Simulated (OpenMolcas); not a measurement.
**Rh3+: effect of the IPEA shift**

* Program: OpenMolcas 26.06
* Basis: ANO-RCC-VTZP [7s6p4d2f1g]
* Scalar Hamiltonian: DKH2, point nucleus
* Active space: 12 electrons in 8 orbitals (RAS1 4p, at most 2 holes; RAS2 4d)
* State averaging: 2S+1 = 5 even, 5 roots; 2S+1 = 3 even, 45 roots; 2S+1 = 1 even, 49 roots
* Spin-orbit coupling: state interaction with AMFI integrals over the reference wave functions, term energies averaged over their components

Methods on the same reference wave functions:
A. RASSCF
B. MS-RASPT2, IPEA 0 Eh, imaginary shift 0.1 Eh (closed shells correlated: 4s)
C. MS-RASPT2, IPEA 0.25 Eh, imaginary shift 0.1 Eh (closed shells correlated: 4s)

Energies in cm⁻¹ above 4d⁶ ⁵D₄.

```tsv
Level	A	B	C
4d⁶ ⁵D₄	0.0	0.0	0.0
4d⁶ ⁵D₃	1558	1575	1564
4d⁶ ⁵D₂	2442	2450	2450
4d⁶ ⁵D₁	3024	3040	3040
4d⁶ ⁵D₀	3299	3320	3320
4d⁶ ³P₂(1)	18872	17140	18360
4d⁶ ³H₆	21376	17100	18100
4d⁶ ³H₅	21684	17420	18440
4d⁶ ³F₃(1)	22511	19360	20630
4d⁶ ³F₂(1)	23107	19970	21330
4d⁶ ³P₁(1)	23374	21510	22760
4d⁶ ³P₀(1)	24024	22320	23590
4d⁶ ³G₅	26006	21680	22750
4d⁶ ³G₄	27142	22960	24070
4d⁶ ³G₃	27505	23290	24450
4d⁶ ³D₂	30665	26260	27480
4d⁶ ³D₁	30963	26520	27770
4d⁶ ³D₃	31281	26690	27950
4d⁶ ¹G₄(1)	32495	29450	30350
4d⁶ ¹I₆	32827	27190	28090
4d⁶ ¹S₀	34911	32690	34130
4d⁶ ¹D₂(1)	37912	34100	34870
4d⁶ ¹F₃	43235	37010	38040
4d⁶ ³P₀(2)	47487	41960	43090
```

Between B and C the level of the table that moves most is 4d⁶ ¹S₀, by 1400 cm-1 (lowest in B, highest in C). Moves below CASPT2's spread within the term are not significant.

From A to B the spin-free energies of the other terms of 4d⁶ shown, above ⁵D, scale by factors of 0.79 to 0.94, as is usual when dynamic correlation screens the repulsion within a d or f shell.

The lowest spin-free term lies below A's lowest term by 0.412 hartree in B, 0.403 hartree in C.

CASPT2 breaks the degeneracy within a term, and the mean is taken; among the terms shown or strongly mixed into the levels shown the widest spread is 1300 cm-1 (4d⁶ ¹I, C). Active for correlation alone: 4p; no level in the range computed is led by a configuration that opens it, so any true level of that kind is missing. The CASPT2 spread within a term exceeds the gap to the next term for 4d⁶ ³D and 4d⁶ ¹I, so the order of their levels is uncertain (figures for B; the like holds for C). Without dynamic correlation excited terms often stand tens of per cent too high (terms of higher spin than the ground term too low), and those without a measured partner can miss by more than the paired ones (holds for A). Only configurations of the active space appear. Levels that lie high or do not pair safely by name in every column are left out.

A number in round brackets counts repeated terms of one configuration in the order of the reference energies.
